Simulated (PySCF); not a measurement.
Compound: C₂H₆BCl₃S.
SMILES with atom numbers: `[CH3:1][S+:2]([CH3:3])[B-:4]([Cl:5])([Cl:6])[Cl:7]` (hydrogens: H8, H9, H10 on C1; H11, H12, H13 on C3)

A GFN2-xTB structure was refined with PySCF 2.14.0, PBE0-D3(BJ)/def2-SVP geometry optimisation, gas phase. Its GFN2-xTB values:

```
  coordinate  GFN2-xTB
       C1–S2   1.814 Å
       C1–H8   1.085 Å
       S2–B4   2.162 Å
      B4–Cl5   1.798 Å
    C1–S2–C3     99.8°
    C1–S2–B4     99.7°
   S2–B4–Cl5    103.3°
   S2–B4–Cl6    104.6°
  Cl5–B4–Cl6    114.1°
  Cl5–B4–Cl7    115.5°
C1–S2–B4–Cl5     -171°
```

**Question.** How do these coordinates change at the PBE0-D3(BJ)/def2-SVP level?

**Answer.** 
| coordinate | PBE0-D3(BJ)/def2-SVP (Å or °) | change |
| --- | --- | --- |
| S2–B4 | 2.019 | -0.143 |
| B4–Cl5 | 1.818 | +0.020 |
| C1–S2 | 1.798 | -0.016 |
| C1–H8 | 1.098 | +0.013 |
| C1–S2–B4 | 102.8 | +3.1 |
| S2–B4–Cl6 | 107.4 | +2.8 |
| C1–S2–C3 | 101.8 | +2.0 |
| Cl5–B4–Cl7 | 114.9 | -0.6 |
| S2–B4–Cl5 | 102.8 | -0.5 |
| Cl5–B4–Cl6 | 113.7 | -0.4 |
| C1–S2–B4–Cl5 | -173 | -2 |

The energy falls by 8.8 kJ/mol over 6 energy and gradient evaluations, the largest force component goes from 0.0120 to 1.9e-04 Eh/bohr, and the atoms move by 0.081 Å rms after alignment. The bond that changes most is S2–B4 (ends: sulfur bonded to B and 2 C; four-coordinate boron), which shortens by 0.143 Å. Bonds longer at the end by more than 0.005 Å: 9 of 12; shorter: 3. Rotational constants go from 1292, 1016, 906.3 to 1271, 1047, 930.6 MHz.

The run used 144 basis functions and 40 SCF cycles in all. Rough CPU time on one thread of a shared machine: about 80 s.

No frequency check.

The values belong to the conformer `[CH3:1][S+:2]([CH3:3])[B-:4]([Cl:5])([Cl:6])[Cl:7]`: C1–S2–B4–Cl5 -173°.
